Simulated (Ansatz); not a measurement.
(ZnSe)2 ring (Zn2Se2), relaxed as a singlet with RKS r2SCAN-D4/def2-SVP in Ansatz, starting from the GFN2-xTB geometry. Force threshold 0.02 eV/Å.

Start:

```
atom    x (Å)    y (Å)    z (Å)
 Zn1  -1.1196  -0.2293  -0.7356
 Se2   0.7559  -1.7187  -0.6160
 Zn3   1.1185   0.2276   0.7378
 Se4  -0.7548   1.7204   0.6139
```

Task: Estimate the energy that the relaxation releases and the steps that it takes.

Result: 23.1 kJ/mol, in 4 steps; 12 s on 4 threads of Arm Neoverse V1 on a shared host. No frequencies were taken in this run, so the end may be a saddle point.

Task: Does the start keep its bonding and symmetry?

Result: By distances, no bond broke or formed. The bond that changes most is Zn1–Se4, from 2.40 to 2.35 Å (atoms count from 1). Point group D2h at the start, D2h at the end, both within 0.05 Å.

Task: Predict the relaxed structure.

Result: 
```xyz
4

Zn   -0.9952   -0.2030   -0.6550
Se    0.7692   -1.7506   -0.6261
Zn    0.9951    0.2030    0.6551
Se   -0.7691    1.7507    0.6260
```
Bond lengths (bridged metal pairs left out): 4 × Se–Zn 2.35 Å.
